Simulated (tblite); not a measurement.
C4H4O4S.
Bonds: O1–S2 (double), S2–O3 (double), S2–O4, S2–C5, C5–C6 (aromatic), C6–C7 (aromatic), C7–O8 (aromatic), O8–C9 (aromatic), C5–C9 (aromatic). Hydrogens: H10 on O4; H11 on C6; H12 on C7; H13 on C9.

Computed with GFN2-xTB (tblite), gas phase: Langevin dynamics at 600 K from the optimised GFN2-xTB geometry, time step 0.5 fs, friction 0.01 fs⁻¹, 2000 steps.

Start geometry:
```
atom  x, y, z in Å
O1      1.921   -0.168   -1.850
S2      1.609    0.296   -0.542
O3      1.974    1.621   -0.145
O4      2.272   -0.708    0.537
C5     -0.097    0.013   -0.228
C6     -0.907    0.662    0.734
C7     -2.138    0.095    0.610
O8     -2.129   -0.846   -0.350
C9     -0.896   -0.894   -0.856
H10     2.736   -0.193    1.199
H11    -0.599    1.444    1.396
H12    -3.063    0.266    1.123
H13    -0.689   -1.586   -1.647
```

The statistics below take the 31 frames saved every 25 fs from 250 to 1000 fs; their kinetic temperature (all 3N coordinates) averages 624 K.

Problem. Give the mean, spread and extremes of the bond lengths.

Solution. 
```csv
bond,start (Å),mean (Å),standard deviation (Å),shortest (Å),longest (Å)
O1=S2,1.423,1.423,0.040,1.357,1.503
S2=O3,1.430,1.438,0.036,1.355,1.506
S2–O4,1.616,1.629,0.056,1.525,1.765
S2–C5,1.757,1.777,0.057,1.670,1.902
C5–C6,1.416,1.411,0.027,1.352,1.475
C6–C7,1.361,1.378,0.031,1.322,1.438
C7–O8,1.344,1.353,0.050,1.268,1.443
O8–C9,1.334,1.350,0.038,1.251,1.413
C5–C9,1.362,1.375,0.033,1.312,1.439
O4–H10,0.959,0.964,0.027,0.916,1.021
C6–H11,1.069,1.079,0.046,0.972,1.180
C7–H12,1.072,1.080,0.030,1.022,1.130
C9–H13,1.071,1.086,0.044,0.988,1.172
```

Problem. Give the same statistics for bond angles, one of each kind among heavy atoms.

Solution. 
```
   angle  start (°)  mean (°)  standard deviation (°)  smallest (°)  largest (°)
O1–S2–O3      120.1     119.0                     3.1         113.6        125.0
O1–S2–O4      108.8     107.7                     3.5         101.3        112.8
O1–S2–C5      109.0     110.5                     5.0         100.9        120.5
O3–S2–O4      106.6     107.9                     5.0          97.0        118.3
O4–S2–C5      100.3      98.5                     5.7          85.8        108.5
S2–C5–C6      127.1     126.8                     6.4         105.1        135.1
S2–C5–C9      126.5     123.9                     5.9         114.4        135.1
C6–C5–C9      106.5     106.6                     3.0         101.4        112.5
C5–C6–C7      105.3     105.6                     2.3         100.3        110.7
C6–C7–O8      110.6     109.9                     2.3         106.2        116.9
C7–O8–C9      107.6     107.4                     2.2         100.0        111.4
C5–C9–O8      110.1     109.5                     2.4         103.9        114.1
```

Problem. How far does each atom move about its mean position (frames aligned on the start, all atoms weighted alike), and what rms force does it feel?

Solution. 
| atom | rms displacement (Å) | rms force (eV/Å) |
| --- | --- | --- |
| O1 | 0.52 | 2.47 |
| S2 | 0.19 | 3.90 |
| O3 | 0.52 | 2.09 |
| O4 | 0.45 | 1.73 |
| C5 | 0.24 | 2.35 |
| C6 | 0.26 | 2.49 |
| C7 | 0.17 | 2.76 |
| O8 | 0.24 | 2.58 |
| C9 | 0.30 | 2.76 |
| H10 | 0.86 | 1.22 |
| H11 | 0.50 | 1.68 |
| H12 | 0.34 | 1.21 |
| H13 | 0.58 | 1.67 |

The displacements run from 0.17 to 0.86 Å, the largest at H10.

Problem. Follow the torsion O1–S2–C5–C6 through every second one of these frames.

Solution. 
```json
{"t (fs)": "250", "O1–S2–C5–C6 (°)": "166"}
{"t (fs)": "300", "O1–S2–C5–C6 (°)": "175"}
{"t (fs)": "350", "O1–S2–C5–C6 (°)": "-178"}
{"t (fs)": "400", "O1–S2–C5–C6 (°)": "163"}
{"t (fs)": "450", "O1–S2–C5–C6 (°)": "173"}
{"t (fs)": "500", "O1–S2–C5–C6 (°)": "-163"}
{"t (fs)": "550", "O1–S2–C5–C6 (°)": "-163"}
{"t (fs)": "600", "O1–S2–C5–C6 (°)": "-156"}
{"t (fs)": "650", "O1–S2–C5–C6 (°)": "-168"}
{"t (fs)": "700", "O1–S2–C5–C6 (°)": "169"}
{"t (fs)": "750", "O1–S2–C5–C6 (°)": "174"}
{"t (fs)": "800", "O1–S2–C5–C6 (°)": "-159"}
{"t (fs)": "850", "O1–S2–C5–C6 (°)": "-127"}
{"t (fs)": "900", "O1–S2–C5–C6 (°)": "-99"}
{"t (fs)": "950", "O1–S2–C5–C6 (°)": "-99"}
{"t (fs)": "1000", "O1–S2–C5–C6 (°)": "-91"}
```

Largest departure from the start value over all these frames: O1–S2–C5–C6 74° (start -159°).

Problem. How widely does the potential energy scatter, against a harmonic estimate?

Solution. Mean 0.89 eV above the start, standard deviation 0.216 eV, range 0.47 to 1.25 eV. For 33 classical harmonic modes at 600 K the canonical values are 33kT/2 = 0.85 eV and kT·√(33/2) = 0.210 eV.

The run is classical and short, so these are rough statistics of one trajectory.

What follows is the cost of the whole dynamics run. Time: 21 s of wall time; peak memory 0.18 GiB. Hardware: Arm Neoverse N1, one thread, on a shared host.
